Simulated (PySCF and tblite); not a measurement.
C₈H₁₁FO, numbered as in [O:1]=[C:2]1[CH2:3][C@@H:4]2[CH2:5][CH2:6][C@H:7]1[C@@H:8]2[CH2:9][F:10]. Conformers came from 60 starts (ETKDG and KDG, MMFF94s, GFN2-xTB); geometries are GFN2-xTB. Energies: PBE0-D3(BJ)/def2-SVP (IEF-PCM, cyclohexane), with GFN2-xTB thermal terms (modes under about 100 cm⁻¹ blended into free rotors). Symmetry numbers and mirror images are counted. Conformers within 2.5 kcal/mol (GFN2-xTB free energy) were kept, 2 at most. GIAO shieldings: B97-2/pcSseg-1 (IEF-PCM, cyclohexane). Shifts are against TMS (¹H), TMS (¹³C) at the same level. Run with PySCF (density fitting) and tblite.

Torsions listed: C4–C8–C9–F10. The 5-ring runs over atoms 2–3–4–8–7. The 5-ring runs over atoms 4–5–6–7–8.

Two conformers hold nearly all the population. I: 5-ring envelope (ring torsions -36, 54, -52, 32, 2°); 5-ring envelope (ring torsions -2, -33, 55, -57, 37°); -169°; δ(H7) = 2.57 ppm. II: 5-ring envelope (ring torsions -35, 54, -52, 33, 1°); 5-ring envelope (ring torsions -3, -33, 55, -57, 38°); -66°; δ(H7) = 1.95 ppm. The average over the ensemble at 298.15 K is 2.06 ppm.

(1) What populations and free-energy difference follow from a two-state model?

For its torsions the set is small; conformers may be missing.

Results:

(1) p(I) = (2.06 − 1.95)/(2.57 − 1.95) = 0.18, so K = p(II)/p(I) = 4.64 and G(II) − G(I) = −RT ln K = -0.91 kcal/mol. The weights computed directly are 16.4 % and 83.6 %.


Conformer gaps in def2-SVP on xTB geometries can be 2 kcal/mol too large for S=O, P=O and other polar bonds.